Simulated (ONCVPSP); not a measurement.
## Pseudopotential generation for technetium: ONCV, PW91, non-relativistic.

Tc, optimised norm-conserving Vanderbilt (ONCV), made with ONCVPSP 4.0.1 (PW91, non-relativistic). Core [Ar] 3d10, reference 4s2 4p6 4d4 (charge +3). Waves: 4s: rc 1.75 bohr, ncon 4, nbas 8, qcut 5.5 1/bohr, 3 projectors, debl 0.8 Ha; 4p: rc 1.70 bohr, ncon 4, nbas 7, qcut 8 1/bohr, 2 projectors, debl 3.6 Ha; 4d: rc 1.70 bohr, ncon 4, nbas 8, qcut 8.9 1/bohr, local. Local part: the d channel. Core correction: Teter function fitted to the true core (icmod 2), fcfact 0.55.

In the s channel the program set the typed energies aside and used -3.660, 0.050, 0.850 Ha.

All-electron outer shells of the reference configuration (PW91, non-relativistic, ld1.x):

```tsv
shell	level (eV)	outermost node (bohr)	outermost maximum (bohr)
4s	-99.59	0.51	0.98
4p	-74.58	0.51	1.03
4d	-35.66	0.50	1.22
```

(1) Estimate the cutoffs (Ha) at which the residual kinetic energy of the hardest occupied pseudo-wave falls to 1 and 0.1 mHa per electron.

(2) Does the potential have ghost states?

(3) Tests: 4s2 4p6 4d5 5s2; 4s2 4p6 4d5 5s1; 4s2 4p6 4d5; 4s2 4p6 4d5 5s1 5p1. Which has the largest error in its energy relative to the reference configuration, and how large is it?

Answers

(1) 24 Ha and 32 Ha.

(2) No bound ghost flagged; GHOST(+) flagged for s at 423.7 eV.

(3) 4s2 4p6 4d5, with +3.5 meV (all-electron minus pseudo) on -29.15 eV.
